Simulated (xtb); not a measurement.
C₆H₁₅N₂ (SMILES [CH2]N(C)CCN(C)C), doublet, geometry from GFN2-xTB. Base run: xtb with GFN2-xTB.

Geometry (Å):
```xyz
23

C      2.1826     0.7592    -1.2078
N      1.5681     0.0393    -0.1922
C      2.3230    -1.0396     0.3897
C      0.7073     0.7522     0.7219
C     -0.6168     0.0296     1.0197
N     -1.6147     0.2716    -0.0075
C     -1.3396    -0.4675    -1.2225
C     -2.9530    -0.0051     0.4709
H      1.6238     1.5804    -1.6155
H      2.8084     0.1937    -1.8734
H      2.8347    -1.5889    -0.3983
H      1.6518    -1.7219     0.9117
H      3.0742    -0.6797     1.1077
H      0.4642     1.7238     0.2904
H      1.2305     0.9181     1.6761
H     -1.0071     0.4338     1.9571
H     -0.4372    -1.0496     1.1681
H     -0.3460    -0.2163    -1.5811
H     -2.0690    -0.1854    -1.9807
H     -1.3948    -1.5582    -1.0717
H     -3.6656     0.2397    -0.3154
H     -3.0979    -1.0600     0.7556
H     -3.1656     0.6213     1.3364
```
Charge 0, spin multiplicity 2.
All else is at xtb's defaults.
Base energy -26.26067 Eh.

Each row names what was changed in the base input (with any setting that the change needs).

```csv
change,ΔE vs base (mEh),dipole (D),G_solv (kcal/mol),SCF cycles
base,0.000,2.06,-,9
alpb = acetone,-11.526,2.24,-7.31,9
alpb = toluene,-11.005,2.21,-6.94,9
etemp = 5000,-1.288,2.31,-,9
etemp = 10000,-14.389,2.98,-,10
acc = 30,0.000,2.06,-,7
gbsa = methanol,-8.850,2.29,-5.69,9
etemp = 1000,0.000,2.06,-,9
acc = 0.0001,0.000,2.06,-,16
```

ALPB and GBSA are two models with their own fitted parameters for each solvent, which aren't always the measured dielectric constant.
